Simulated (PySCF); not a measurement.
## Löwdin shares of the frontier orbitals

Species: C3H5Ga.
Numbering: `[CH:1]#[C:2][GaH:3][CH3:4]` (hydrogens: H5 on C1; H6 on Ga3; H7, H8, H9 on C4)

Geometry (PBE0-D3(BJ)/def2-SVP, Å), atoms numbered from 1 in this order:
```
atom  x, y, z in Å
C1     2.7212    0.3841    0.1128
C2     1.5157    0.5357   -0.0081
Ga3   -0.3847    0.7749   -0.2030
C4    -1.5276   -0.7932    0.0607
H5     3.7834    0.2488    0.2191
H6    -0.8898    2.2134   -0.5615
H7    -2.5952   -0.5734   -0.0772
H8    -1.2338   -1.5886   -0.6432
H9    -1.3755   -1.1957    1.0753
```

Method: PySCF 2.14.0, density-fitted response routines, TDDFT PBE0/def2-SVPD, vertical, gas phase, core orbitals frozen in the response. The PBE0/def2-SVPD calculation is non-relativistic and has no spin–orbit coupling, an omission that weighs most on gallium.

Kohn–Sham orbitals with the atoms that hold most of them (Löwdin shares over 4%, at most four atoms; ? is withheld):

| orbital | ε (eV) | atoms |
| --- | --- | --- |
| LUMO+2 | 0.71 | Ga3 30%, C1 28%, C2 25%, H6 7% |
| LUMO+1 | 0.22 | Ga3 48%, C4 14%, C1 9%, C2 8% |
| LUMO | -1.62 | ? |
| HOMO | ? | C1 30%, C2 28%, C4 13%, Ga3 12% |
| HOMO-1 | -8.17 | ? |
| HOMO-2 | -8.68 | C4 24%, Ga3 20%, C2 19%, C1 16% |
| HOMO-3 | -9.40 | Ga3 31%, C2 24%, H6 19%, C4 14% |

(1) Give the leading atoms of the HOMO-1.

(2) Which atoms hold the LUMO, and with what shares?

(3) What is the HOMO energy, and the HOMO–LUMO gap?

## Answers

(1) C2 (bonded to C and Ga) 45%; C1 (bonded to C and H) 44%; Ga3 (bonded to 2 C and H) 6%; H5 (bonded to C) 4%. By element: carbon 89% or more, gallium 6%, hydrogen 4% or more.

(2) Ga3 (bonded to 2 C and H) 49%; C2 (bonded to C and Ga) 17%; C1 (bonded to C and H) 12%; C4 (bonded to Ga and 3 H) 9%. By element: gallium 49%, carbon 38%.

(3) ε(HOMO) = -7.72 eV; the gap is 6.10 eV (0.2241 hartree).

Question: How does S1 compare with the orbital gap of 6.10 eV?

Answer: S1 is at 4.59 eV (f = 0.0003), 1.51 eV below the gap, made of HOMO→LUMO (98%). Without the coupling terms of the response equations the lowest excitation would equal the gap.

Question: Give energy, strength and leading configuration of S1, S2, S3 and S6, and follow the Löwdin shares of the leading atoms from the occupied to the empty orbital.

Answer: 
- S1 (4.59 eV, f 0.0003), HOMO→LUMO (98%): C1 30% → 12%, C2 28% → 17%, Ga3 12% → 49%
- S2 (5.48 eV, f 0.054), HOMO-1→LUMO (86%): C2 45% → 17%, C1 44% → 12%, Ga3 6% → 49%
- S3 (5.56 eV, f 0.0003), HOMO-2→LUMO (97%): C4 24% → 9%, Ga3 20% → 49%, C2 19% → 17%
- S6 (7.01 eV, f 0.172), HOMO→LUMO+1 (90%): C1 30% → 9%, C2 28% → 8%, Ga3 12% → 48%, C4 13% → 14%

On Arm Neoverse V1, one thread, shared host, this took 64 s.
